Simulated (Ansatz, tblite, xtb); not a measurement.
CH7GaSn (SMILES [CH3][SnH2][GaH2]): the HOMO–LUMO gap, rung by rung

The species is CH7GaSn (10 atoms), meant as a singlet with charge 0. SMILES: `[CH3][SnH2][GaH2]`. The coordinates come from a PBE0-D4/def2-TZVP relaxation.

Each level gives the HOMO–LUMO gap (eV). The values are calculated.

```json
{"level": "GFN2-xTB", "kind": "semi-empirical", "program": "tblite", "value (eV)": "3.97", "CPU time": "under 2 s"}
{"level": "GFN0-xTB", "kind": "semi-empirical", "program": "xtb", "value (eV)": "5.04", "CPU time": "under 2 s"}
{"level": "HF/def2-SVP (core potential)", "kind": "Hartree–Fock", "program": "Ansatz", "value (eV)": "10.06", "CPU time": "4.6 s"}
{"level": "SVWN5/def2-SVP (core potential)", "kind": "LDA", "program": "Ansatz", "value (eV)": "3.14", "CPU time": "6.5 s"}
{"level": "BLYP/def2-SVP (core potential)", "kind": "GGA", "program": "Ansatz", "value (eV)": "3.17", "CPU time": "9 s"}
{"level": "revPBE/def2-SVP (core potential)", "kind": "GGA", "program": "Ansatz", "value (eV)": "3.31", "CPU time": "9.7 s"}
{"level": "r2SCAN/def2-SVP (core potential)", "kind": "meta-GGA", "program": "Ansatz", "value (eV)": "3.74", "CPU time": "18 s"}
{"level": "B3LYP/def2-SVP (core potential)", "kind": "global hybrid", "program": "Ansatz", "value (eV)": "4.58", "CPU time": "12 s"}
{"level": "CAM-B3LYP/def2-SVP (core potential)", "kind": "range-separated hybrid", "program": "Ansatz", "value (eV)": "7.13", "CPU time": "13 s"}
```

The values span 3.14 to 10.06 eV. Orbital gaps aren't excitation energies; they tend to grow with the share of exact exchange. Times are those of the runs behind each value, whatever else they computed, on shared processors of several kinds: orders of magnitude only.
